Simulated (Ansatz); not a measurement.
Reaction (cleavage of the Si–Ga bond): `[CH3][Ga]([CH3])[SiH3]` + `C[CH2][InH][OH]` → `C[CH2][InH][O][SiH3]` + `[CH3][GaH][CH3]`

Computed with Ansatz on PBE0-D4/def2-TZVP structures; ΔE is electronic, products minus reactants. CCSD(T)/CBS is the MP2 limit (def2-TZVPP, def2-QZVPP) plus CCSD(T) − MP2 in def2-TZVPP, frozen cores. Functionals use def2-TZVPP. B3LYP here is the variant with VWN-RPA as its local correlation; programs differ in this. def2 core potentials past Kr. For Ga, In outer-core shells are correlated without core-valence functions, which leaves a few kJ/mol of doubt a bond. Scalar relativity is left out up to krypton. One conformer a species, not always the lowest.

`[CH3][Ga]([CH3])[SiH3]`:

Cartesian coordinates in Å:
```
C -1.587 1.319 -0.127
Ga -0.182 -0.059 0.026
C -0.646 -1.978 -0.023
Si 2.141 0.625 0.187
H -1.500 2.047 0.683
H -1.461 1.874 -1.062
H -2.592 0.894 -0.112
H -0.531 -2.342 -1.050
H 0.017 -2.575 0.606
H -1.681 -2.154 0.276
H 2.310 1.948 0.855
H 2.727 0.757 -1.181
H 2.986 -0.357 0.924
```

`C[CH2][InH][OH]`:

Cartesian coordinates in Å:
```
C 0.388 1.207 -1.205
C 0.646 0.153 -0.137
In -1.113 -0.754 0.727
O -0.743 -2.130 2.131
H -0.163 0.799 -2.057
H -0.197 2.045 -0.819
H 1.324 1.620 -1.596
H 1.217 0.571 0.697
H 1.251 -0.668 -0.534
H -2.800 -0.575 0.494
H 0.192 -2.267 2.298
```

`C[CH2][InH][O][SiH3]`:

```xyz
14

C     1.554    0.475   -0.386
C     1.378    0.567    1.123
In   -0.575   -0.010    1.809
O    -1.766   -0.547    0.289
Si   -1.870   -0.747   -1.311
H     1.402   -0.542   -0.754
H     2.562    0.781   -0.684
H     0.849    1.115   -0.920
H     1.553    1.585    1.483
H     2.099   -0.066    1.648
H    -1.458   -0.161    3.263
H    -3.226   -1.238   -1.688
H    -1.629    0.528   -2.054
H    -0.873   -1.740   -1.819
```

`[CH3][GaH][CH3]`:

Cartesian coordinates in Å:
```
C 1.588 0.671 0.037
Ga 0.063 -0.373 -0.649
C -1.627 -0.439 0.365
H 1.462 1.719 -0.255
H 2.542 0.330 -0.366
H 1.631 0.646 1.129
H 0.194 -1.158 -2.012
H -1.551 -1.219 1.132
H -2.483 -0.681 -0.266
H -1.820 0.502 0.885
```

```
             level  ΔE (kcal/mol)  difference from CCSD(T)/CBS
       LDA (SPW92)          -17.6                          4.9
        r2SCANh-D4          -21.6                          0.9
        r2SCAN0-D4          -22.4                          0.1
           ωB97M-V          -23.0                         -0.5
          PBE-QIDH          -21.8                          0.7
               PBE          -15.5                          7.0
            revPBE          -14.5                          8.0
             B3LYP          -21.1                          1.4
           r2SCANh          -21.4                          1.1
       HF/def2-SVP          -27.8                         -5.3
     HF/def2-TZVPP          -28.9                         -6.4
SCS-MP2/def2-TZVPP          -25.0                         -2.5
   CCSD/def2-TZVPP          -23.3                         -0.8
CCSD(T)/def2-TZVPP          -22.5                          0.0
     HF/def2-QZVPP          -29.5                         -7.0
     MP2/CBS(def2)          -24.0                         -1.5
       CCSD(T)/CBS          -22.5                            0
```

Largest T1 diagnostic among the species: 0.014.

The D4 term adds −1.1 kcal/mol with B3LYP and −0.6 kcal/mol with PBE0; it sums over pairs of atoms, weighted by their polarisabilities, and B3LYP, whose exchange is more repulsive, gets the larger term. Leaving LDA and LC-ωPBE aside and taking each functional with its dispersion term where it has one, the values, not all of them listed here, spread over 9.3 kcal/mol, from BHLYP-D4 to PBE-D4. LDA lies −2.2 kcal/mol from PBE without D4. From r2SCAN to r2SCAN0 (25 % exact exchange), in def2-TZVPP and without D4, ΔE moves by −1.2 kcal/mol.

CCSD(T)/CBS has its own doubt, a few kJ/mol and more with outer-core shells, so smaller differences from it don't rank the levels.
